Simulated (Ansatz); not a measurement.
## Worked example: ideal-gas entropy of SiHCl3 (trichlorosilane)

A singlet with charge 0, relaxed at HF/6-31G* (Cartesian functions) (Ansatz 0.2.0):

```xyz
5

Cl    1.6943   -0.5746    0.8996
Si   -0.0835   -0.0130    0.0775
Cl    0.0137    1.9417   -0.4897
Cl   -0.4822   -1.1763   -1.5472
H    -1.1422   -0.1778    1.0598
```

Harmonic wavenumbers in cm⁻¹: 187, 187, 269, 519, 632, 632, 888, 888, 2512.

Masses in u: Cl 35.45, Si 28.085, H 1.008. Take T = 298.15 K, p = 1 bar, R = 8.3145 J/(mol K), kT/hc = 207.22 cm⁻¹, rigid rotor and harmonic oscillator.

**Question.** Work out S° at 298 K.

**Answer.** 
1. Translation (Sackur–Tetrode): S = R[3/2 ln M + 5/2 ln T − 1.1517] with M = 135.443 gives 170.1 J/(mol K).
2. Rotation: principal moments 210.596, 210.603, 393.005 u Å² give A, B, C = 0.08, 0.08, 0.0429 cm⁻¹; the symmetry number is σ = 3; q = (√π/σ)√((kT/hc)³/ABC) = 106361; S = R(ln q + 3/2) = 108.7.
3. Vibration: with u = ν̃/207.22, each mode gives R[u/(eᵘ − 1) − ln(1 − e⁻ᵘ)]; the sum is 32.7, most from 187 cm⁻¹ (9.4), 187 cm⁻¹ (9.4), 269 cm⁻¹ (6.7).
4. Spin: R ln 1 = 0.0.
5. Sum: 170.1 + 108.7 + 32.7 + 0.0 = 311.5 J/(mol K).

No measured value is set beside it here.
